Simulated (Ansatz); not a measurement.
Input for Ansatz (a first-principles code): R-PBE0/def2-TZVPPD on C2H8Si (a complex), monomers drawn apart or pushed together. Files ending in .json are basis or fitting sets from the Basis Set Exchange.

Ansatz 0.2 input:
```yaml
crystal:
  periodic: [false, false, false]
  atoms:
    - {symbol: Si, position_ang: [-0.12315732, -0.18564680, -0.10546491]}
    - {symbol: H, position_ang: [-1.16259986, 0.76680909, 0.34192555]}
    - {symbol: H, position_ang: [-0.18361018, -0.31357874, -1.58152181]}
    - {symbol: H, position_ang: [-0.35964253, -1.51124081, 0.50651735]}
    - {symbol: H, position_ang: [1.21492303, 0.31392981, 0.27995126]}
    - {symbol: C, position_ang: [0.30846288, -0.49952776, 3.17382801]}
    - {symbol: C, position_ang: [-0.15026428, 0.74005615, 3.08442617]}
    - {symbol: H, position_ang: [1.34584144, -0.73841872, 2.97351876]}
    - {symbol: H, position_ang: [-0.33502187, -1.32694112, 3.44676762]}
    - {symbol: H, position_ang: [-1.18847068, 0.97885507, 3.28022901]}
    - {symbol: H, position_ang: [0.49275250, 1.56640027, 2.80702746]}
basis:
  gaussian:
    orbitals: def2-TZVPPD.json
hamiltonian:
  xc: {name: PBE0}
scf: {lower_state_search: off}
```

Program output:

```
WARN ansatz: RAYON_NUM_THREADS=1 ignored (pool sized by the plan → 1); use --threads N
Functional definition: PBE0
these checks for a lower state are left out or cut short: stability, starts, cluster_reference, orbital_swaps, neighbouring_geometries, increment
integrals: 0.15 GiB planned
1142 factors; their error is unknown
mean field: 1.46 GiB planned
mean field evaluation 1: about -10070.5609 eV, gradient 4.6e1 eV
mean field evaluation 2: about -10069.6487 eV, gradient 4.8e1 eV
mean field evaluation 4: about -10075.5368 eV, gradient 7.0e-1 eV
mean field evaluation 8: about -10075.5435 eV, gradient 5.2e-1 eV
mean field evaluation 16: about -10075.5438 eV, gradient 8.4e-6 eV
mean field -10075.54380427 eV, -370.2694053582 hartree, gradient 1.2e-6 eV, S^2 0.000000; 0 other end points of the search recorded, 0 dependent functions left out
reference -10075.54383849 eV, -370.2694066156 hartree; 17, 17 occupied and 241, 241 virtual orbitals, 1142 factors
Total energy: -10075.54383849 eV, -370.2694066156 hartree
Checks for a lower state left out: stability, starts, cluster_reference, orbital_swaps, neighbouring_geometries, increment
```

The run converged.

Cost: about 2.8 core-seconds (a rough figure).
